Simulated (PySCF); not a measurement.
`FCC[C@@]12CC[C@@H]1C2`, C7H11F

Cartesian coordinates in Å; atom numbers follow the order of the lines, from 1:
```xyz
19

F     2.4835   -1.4048    0.0423
C     2.4137   -0.0343    0.1169
C     1.2209    0.3978    0.9650
C    -0.0844    0.1455    0.2665
C    -0.7077   -1.2345    0.0665
C    -2.1034   -0.6207    0.3054
C    -1.4520    0.7425    0.4971
C    -0.6735    1.0906   -0.7371
H     2.3264    0.3323   -0.9107
H     3.3595    0.2993    0.5568
H     1.3235    1.4635    1.1791
H     1.2501   -0.1498    1.9109
H    -0.5393   -1.6818   -0.9122
H    -0.4154   -1.9466    0.8344
H    -2.8005   -0.6840   -0.5303
H    -2.5874   -0.9991    1.2027
H    -1.7723    1.4868    1.2079
H    -1.0041    0.7234   -1.6982
H    -0.2474    2.0832   -0.7698
```

Computed with PySCF 2.14.0, TDDFT PBE0/def2-SVPD circular dichroism and optical rotation, one conformer, gas phase. Geometry: GFN2-xTB.

The molecule is flexible and this is one conformer; a measurement averages over conformers. States above about 7.3 eV (minus the energy of the highest occupied orbital) lie near or above the ionisation threshold and depend on the basis.

Stereocentres: C4 S, C7 R.

Problem. What is the specific rotation at 633, 589.3, 546, 436, 405, 365, 355 nm?

Solution. [α] in deg dm⁻¹ (g/mL)⁻¹:
| λ (nm) | origin-invariant length gauge | modified velocity gauge | length gauge (centre of mass) | isotropic polarisability (au) |
| --- | --- | --- | --- | --- |
| 633 | -92.8 | -101.5 | -91.6 | 79.8 |
| 589.3 | -108.7 | -118.8 | -107.3 | 80.1 |
| 546 | -129.1 | -141.0 | -127.5 | 80.4 |
| 436 | -219.4 | -239.1 | -216.7 | 81.6 |
| 405 | -263.8 | -287.2 | -260.5 | 82.1 |
| 365 | -346.4 | -376.5 | -342.1 | 83.1 |
| 355 | -373.7 | -405.9 | -369.1 | 83.4 |

Problem. And for the mirror image at 589.3 nm?

Solution. +108.7 deg dm⁻¹ (g/mL)⁻¹ (origin-invariant length gauge): the same size and the opposite sign.

Problem. What is the molar rotation [Φ] = [α]·M/100 of the geometry above at 589.3 nm?

Solution. With M = 114.16 g/mol, -124.1 deg cm² dmol⁻¹ (origin-invariant length gauge).

The first excitation lies at 7.00 eV (177 nm) with R = -18.9 × 10⁻⁴⁰ esu² cm² (velocity form).
